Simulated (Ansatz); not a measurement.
SnEt3F (C6H15FSn). Total charge 0; singlet. Geometry PBE0-D4/def2-SVP, basis def2-TZVP, Ansatz.

```xyz
23

Sn    0.022    0.003    0.005
C     0.128   -0.197   -2.137
C     1.205    0.695   -2.742
H    -0.868    0.032   -2.550
H     0.321   -1.261   -2.352
H     1.279    0.562   -3.834
H     1.000    1.762   -2.559
H     2.195    0.476   -2.313
C    -1.020   -1.580    1.030
C    -0.424   -2.949    0.729
H    -2.084   -1.528    0.744
H    -0.972   -1.350    2.106
H    -0.939   -3.750    1.286
H    -0.498   -3.200   -0.342
H     0.642   -2.991    0.999
C    -0.398    1.991    0.722
C    -0.118    2.137    2.212
H    -1.448    2.224    0.481
H     0.222    2.682    0.128
H    -0.303    3.166    2.563
H    -0.757    1.470    2.814
H     0.927    1.888    2.451
F     1.889   -0.278    0.558
```

| run | HOMO (eV) | LUMO (eV) |
| --- | --- | --- |
| A | -6.44 | -0.24 |
| B | -10.01 | 2.27 |
| C | -7.55 | 0.49 |
| D | -6.89 | 0.07 |
| E | -6.21 | -0.63 |
| F | -7.40 | 0.23 |

In the def2 sets Sn takes a core potential; there is no spin–orbit coupling. LC-ωPBE has ω = 0.4 bohr⁻¹.

Question: The runs used LC-ωPBE, PBE, PBE0, r2SCAN, r2SCAN0, r2SCANh. Estimate which is which.

Answer: A r2SCAN (0 % exact exchange); B LC-ωPBE (range-separated); C r2SCAN0 (25 % exact exchange); D r2SCANh (10 % exact exchange); E PBE (0 % exact exchange); F PBE0 (25 % exact exchange). Exact exchange lowers occupied and raises empty levels; among semilocal functionals meta-GGAs tend to open the gap a little, and such runs are hard to tell apart. The gap grows from 5.58 eV (PBE) to 12.29 eV (LC-ωPBE).
